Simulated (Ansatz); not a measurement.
Start from `C[Si](C)(C)N` and change one atom or group to get `C[Si](C)(C)Cl`.

Ansatz, PBE0-D4/def2-TZVP geometries, multiplicity 1. Each molecule was computed in one conformer, which needn't be the lowest.

```
                                      property  `C[Si](C)(C)N`
           HOMO energy (B3LYP/def2-TZVPP) / eV           -6.73
             HOMO energy (PBE/def2-TZVPP) / eV           -5.54
size of the dipole moment (PBE/def2-TZVPP) / D            0.74
          HOMO–LUMO gap (PBE0/def2-TZVPP) / eV            7.76
            HOMO energy (PBE0/def2-TZVPP) / eV           -6.95
         LUMO energy (ωB97M-V/def2-TZVPP) / eV            2.15
```

Problem. What does the change do to each property? (Best estimate.)

Solution. The calculation gave: 
| property | `C[Si](C)(C)Cl` | shift |
| --- | --- | --- |
| HOMO energy (B3LYP/def2-TZVPP) / eV | -8.10 | -1.37 |
| HOMO energy (PBE/def2-TZVPP) / eV | -6.99 | -1.45 |
| size of the dipole moment (PBE/def2-TZVPP) / D | 2.11 | 1.37 |
| HOMO–LUMO gap (PBE0/def2-TZVPP) / eV | 9.23 | 1.47 |
| HOMO energy (PBE0/def2-TZVPP) / eV | -8.33 | -1.38 |
| LUMO energy (ωB97M-V/def2-TZVPP) / eV | 2.26 | 0.11 |

With PBE0 the HOMO falls by 1.38 eV and the LUMO rises by 0.09 eV, so the gap widens by about 1.47 eV. PBE moves the HOMO by -1.45 eV and ωB97M-V by -1.26 eV. The zero-point energy changes by -63.0 kJ/mol with -6 modes. Dipoles are sizes alone; their direction can turn.

B3LYP here is the variant with VWN-RPA as its local correlation; programs differ in this.
